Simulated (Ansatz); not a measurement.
Total energies of C2H6SiTe, SMILES `C1[SiH2]C[Te]1`.

```xyz
10

C    -1.398   -0.395   -0.012
Si    0.320   -0.319    0.752
C     1.103    0.733   -0.597
Te   -0.568    0.271   -1.904
H    -1.854   -1.381   -0.083
H    -2.123    0.329    0.355
H     0.934   -1.673    0.768
H     0.386    0.250    2.129
H     2.052    0.381   -0.998
H     1.148    1.804   -0.411
```

The species carries charge 0 and has multiplicity 1. Correlated methods include outer-core shells of Te, which these sets cover unevenly. Te takes the def2 core potential. Geometry: relaxed with PBE0-D4/def2-TZVP. Basis def2-TZVPP, Ansatz 0.2.0.

RPA on PBE orbitals: Hartree–Fock energy of these orbitals -635.14193 Eh, correlation -1.40575 Eh (frozen core).

| functional | energy without D4 (Eh) | D4 term (kJ/mol) |
| --- | --- | --- |
| LDA (SPW92) | -635.06334 | – |
| PBE | -637.09977 | -27.0 |
| revPBE | -637.33054 | -75.0 |
| BLYP | -637.26294 | -59.0 |
| r2SCAN | -637.39942 | -6.0 |
| B97M-V | -637.29047 | – |
| PBE0 | -637.16176 | -22.7 |
| B3LYP | -637.48379 | -44.2 |
| r2SCANh | -637.38386 | -6.5 |
| r2SCAN0 | -637.36154 | -7.3 |
| HSE06 (plane-wave form) | -637.14842 | -21.4 |
| BHLYP | -637.25841 | -37.5 |
| CAM-B3LYP | -637.32045 | -23.3 |
| LC-ωPBE | -637.26242 | – |
| ωB97X-V | -637.28840 | – |
| ωB97M-V | -637.27399 | – |
| B2PLYP | -636.99615 | – |
| PBE-QIDH | -636.90448 | – |

B3LYP takes the VWN-RPA correlation (the form of Gaussian; ORCA's B3LYP/G). HSE06 is the plane-wave form, built on full-range PBE exchange. The double hybrids freeze the cores in their second-order part.

LC-ωPBE has ω = 0.4 bohr⁻¹.
